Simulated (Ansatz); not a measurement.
System: BH2, charge 0, doublet. BH2 (SMILES [BH2], doublet).
B3LYP-D3(BJ)/def2-TZVP minimum from Ansatz (a quantum-chemistry and plane-wave program):
```xyz
3

B      0.1441    -0.0062    -0.0077
H     -0.4073    -1.0572    -0.0004
H     -0.3134     1.0880     0.0389
```
Charge 0, spin multiplicity 2.

Quantity: atomisation energy (electronic, to ground-state atoms), in kcal/mol. Radicals and triplets start from unrestricted determinants; spin-orbit coupling is neglected. CBS(X,Y): correlation extrapolated as X^-3, Hartree-Fock from the larger set (Q,5: extrapolated as (X+1)exp(-9√X)). A bracket is a step between two methods taken in the basis named. The functionals are non-relativistic, so their misses hold any scalar relativity. '+ core + X2C': CCSD(T) terms for core correlation (cc-pwCVTZ) and scalar relativity (cc-pVTZ-DK). Full CI freezes restricted core orbitals, also for open shells; the composite that ends in it estimates full CI at the basis-set limit. Where a partner has so few electrons that a lower coupled-cluster level is exact, that level stands in.

CCSD(T)/CBS(cc-pVQZ,cc-pV5Z) + [CCSDT(Q) - CCSD(T)]/cc-pVQZ + [FCI - CCSDT(Q)]/cc-pVTZ + core + X2C (Ansatz) gives 169.9 kcal/mol.

Q: What does PBE/def2-TZVPD (Ansatz) give here, and how do the other levels compare?

A: PBE gives 171.6 kcal/mol, 1.7 kcal/mol above it. Errors of the others: r2SCAN/def2-TZVPD (Ansatz) 5.7; B3LYP/def2-TZVPD (Ansatz) 4.5; wB97M-V/def2-TZVPD (Ansatz) 1.1; CCSD(T)/CBS(cc-pVQZ,cc-pV5Z) + core + X2C (Ansatz) 0.0 kcal/mol. Nearer than PBE: wB97M-V/def2-TZVPD, CCSD(T)/CBS(cc-pVQZ,cc-pV5Z) + core + X2C.
